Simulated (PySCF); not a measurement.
Species: 1,2,3-trimethylbenzene, C9H12.
Geometry (PBE0-D3(BJ)/def2-SVP, Å), atoms numbered from 1 in this order:
```xyz
21
C9H12 angstrom
C     -2.159   -1.436   -0.200
C     -1.251   -0.240   -0.106
C     -1.806    1.044   -0.106
C     -1.002    2.174   -0.014
C      0.378    2.028    0.084
C      0.964    0.760    0.086
C      2.456    0.622    0.198
C      0.148   -0.385   -0.016
C      0.792   -1.743   -0.013
H     -2.037   -2.114    0.659
H     -3.212   -1.123   -0.230
H     -1.965   -2.029   -1.109
H     -2.891    1.152   -0.178
H     -1.452    3.170   -0.016
H      1.017    2.912    0.162
H      2.743   -0.009    1.054
H      2.936    1.602    0.326
H      2.890    0.152   -0.700
H      0.087   -2.543   -0.265
H      1.623   -1.794   -0.733
H      1.220   -1.980    0.976
```

NICS is the negative of the GIAO shielding at a point without a nucleus: at the ring centre (0) and 1 Å above and below it (1); zz is the component along the ring normal. Level: GIAO HF/pcSseg-1 (PySCF, non-relativistic, gas phase) on the PBE0-D3(BJ)/def2-SVP geometry, one conformer.

Ring bond lengths (Å): C2–C3 1.399, C3–C4 1.390, C4–C5 1.391, C5–C6 1.397, C6–C8 1.410, C8–C2 1.409.

Give the NICS values of each ring in ppm.

```tsv
ring	type	NICS(0)	NICS(1), two faces	NICS(1)zz, two faces	rms pucker (Å)	centre to ring atoms, mean (Å)
C2–C3–C4–C5–C6–C8	6-membered carbocycle; formal bonds all aromatic	-9.9	-12.4 / -12.3	-29.8 / -29.6	0.00	1.40
```

What can be read from them?

- C2–C3–C4–C5–C6–C8: mean NICS(1)zz -29.7 ppm, shielded. The ring is flat and has no four-coordinate atom; by the NICS criterion it is aromatic.

How equal are the bonds by HOMA? HOMA = 1 − mean of α(R − Ropt)² over the ring bonds, with Krygowski's 1993 parameters (CC: Ropt 1.388 Å, α 257.7 Å⁻²).

- C2–C3–C4–C5–C6–C8: HOMA 0.95 = 1 − EN − GEO, with mean bond length 1.399 Å, EN = α(Ropt − mean)² = 0.034 and GEO = α × variance = 0.015. The geometric and the magnetic index point the same way.

At the first NICS(1) probe listed for ring C2–C3–C4–C5–C6–C8, 1 Å off the ring, how large is the induced field along the normal in 9.4 T applied along it?

NICSzz × B0 = -29.8 ppm × 9.4 T = -280 μT, against the applied field.

List the ring angles.

- C2–C3–C4–C5–C6–C8: C2 119.2°, C3 121.1°, C4 119.5°, C5 120.8°, C6 119.6°, C8 119.8°; sum 720.0° against 720° for a flat convex ring.

How shielded are the nuclei of the rings and their hydrogens (means over atoms taken as equivalent)?

```csv
atoms,environment,σ isotropic (ppm)
C2 (×2),substituted aromatic carbon,47.2
C3 (×2),aromatic CH carbon,56.5
C4,aromatic CH carbon,57.1
C8,substituted aromatic carbon,49.8
H13 (×2),aromatic hydrogen,24.50
H14,aromatic hydrogen,24.47
```

How do the values depend on the level or the medium?

| level | NICS(0), C2–C3–C4–C5–C6–C8 | mean NICS(1)zz, C2–C3–C4–C5–C6–C8 |
| --- | --- | --- |
| HF/pcSseg-1, gas | -9.9 | -29.7 |
| PBE0/pcSseg-1, gas | -8.5 | -27.0 |

The geometry is the same throughout.
